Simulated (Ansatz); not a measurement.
Calculation: frozen-core CCSD(T)/def2-TZVPP // r2SCAN-D4/def2-TZVP (Ansatz, an electronic-structure program).

Ansatz 0.2 input:
```yaml
crystal:
  periodic: [false, false, false]
  atoms:
    - { symbol: F, position_ang: [-0.807961, -1.246085, -0.478898] }
    - { symbol: Si, position_ang: [0.002282, -0.00027, 0.041275] }
    - { symbol: F, position_ang: [-0.718804, 1.303947, -0.466841] }
    - { symbol: F, position_ang: [1.441687, -0.047614, -0.595121] }
    - { symbol: H, position_ang: [0.082797, -0.009978, 1.499586] }
basis:
  gaussian: { orbitals: def2-TZVPP }
correlation:
  method: ccsd_t
```

Output:

```
Functional definition: HF
942 factors; integrals over basis functions are off by at most 8.2e-4 eV
mean field evaluation 1: about -16002.8150 eV, gradient 4.1e1 eV
mean field evaluation 2: about -16002.9487 eV, gradient 4.2e1 eV
mean field evaluation 4: about -16005.6998 eV, gradient 1.9e0 eV
mean field evaluation 8: about -16005.7327 eV, gradient 6.1e-2 eV
mean field evaluation 16: about -16004.6491 eV, gradient 2.6e1 eV
mean field -16005.73268036 eV, -588.1998269278 hartree, gradient 3.0e-6 eV, S^2 0.000000; 0 other end points of the search recorded, 0 dependent functions left out
8 core orbitals not correlated
reference -16005.73268036 eV, -588.1998269278 hartree; 13, 13 occupied and 128, 128 virtual orbitals, 942 factors
second order -23.49142950 eV of doubles, -0.00000000 eV of singles
cycle   1  -23.16259838 eV  change    3.3e-1 eV  update   9.3e-2
cycle   2  -23.60181139 eV  change   -4.4e-1 eV  update   2.5e-2
cycle   3  -23.70404408 eV  change   -1.0e-1 eV  update   1.2e-2
cycle   4  -23.68746051 eV  change    1.7e-2 eV  update   2.3e-3
cycle   5  -23.68587917 eV  change    1.6e-3 eV  update   9.5e-4
cycle   6  -23.68667985 eV  change   -8.0e-4 eV  update   2.4e-4
cycle   7  -23.68658728 eV  change    9.3e-5 eV  update   7.9e-5
cycle   8  -23.68653277 eV  change    5.5e-5 eV  update   1.7e-5
cycle   9  -23.68653111 eV  change    1.7e-6 eV  update   6.1e-6
perturbative correction -0.64833562 eV, -0.0238258947 hartree
Total energy: -16030.06754709 eV, -589.0941167855 hartree
```

Cost: around 30 core-seconds (rough).
